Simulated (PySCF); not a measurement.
**Computed properties of C₃H₁₀ClNSi, SMILES CN(C)[Si@@H](C)Cl**

C₃H₁₀ClNSi, SMILES CN(C)[Si@@H](C)Cl. The structure is a stationary point at B3LYP-D3(BJ)/def2-SVP. The structure was generated by enumeration; whether it is a known compound was not checked. Other conformers were not sampled. All values are computed for the isolated molecule unless a solvent is named; none is compared with measurement here.

**Structure.** All 42 harmonic modes at B3LYP-D3(BJ)/def2-SVP (PySCF) are real, so it is a minimum. With heavy atoms numbered as in [CH3:1][N:2]([CH3:3])[Si@@H:4]([CH3:5])[Cl:6], the shortest bond between them is C1–N2 at 1.451 Å and the longest Si4–Cl6 at 2.111 Å.

**Vibrations.** The strongest infrared lines (harmonic, unscaled, degenerate partners summed) lie at 880 cm⁻¹ (184 km/mol, H 81 %, Si 10 %, C 8 %), 892 cm⁻¹ (136 km/mol, H 77 %, Si 12 %, C 11 %), 1020 cm⁻¹ (129 km/mol, H 39 %, C 34 %, N 23 %). The softest mode is at 50 cm⁻¹ and the zero-point energy is 81.4 kcal/mol.

**Electronic structure.** PBE0/def2-TZVP (PySCF) places the frontier levels at -6.69 and 1.07 eV, a gap of 7.76 eV, and gives a dipole moment of 2.23 D and a mean polarisability of 81.8 bohr³. PBE/def2-TZVP (PySCF) at the same geometry gives -5.39 and 0.26 eV, so its gap is 2.11 eV narrower. An orbital gap is neither the optical nor the fundamental gap.

**Excitations.** TDA-PBE0/def2-SVPD (PySCF) has S1 at 6.11 eV (203 nm, f = 0.004, weak); the most intense of the 6 singlets computed lies at 7.06 eV (f = 0.08). T1 (TDA) is at 5.96 eV, 0.15 eV under S1. TDA-PBE/def2-SVPD (PySCF) puts S1 at 5.27 eV. No vertical singlet excitation falls in the visible range (under 3.1 eV).

**NMR.** GIAO shifts at HF/pcSseg-1 (PySCF) (non-relativistic, atoms alike by connectivity averaged): ¹³C from 3.2 to 37.1 ppm against TMS; ¹H from 0.8 to 4.8 ppm against TMS; ²⁹Si at 3.7 ppm against TMS. Without spin–orbit terms, shifts of atoms bonded to Cl or Br come out too high.

**Solvation.** SMD-ωB97X/def2-SVP (PySCF) gives 0.5 kcal/mol in water, -4.0 kcal/mol in tetrahydrofuran, -3.7 kcal/mol in 1-octanol (1 M in both phases, gas-phase geometry).
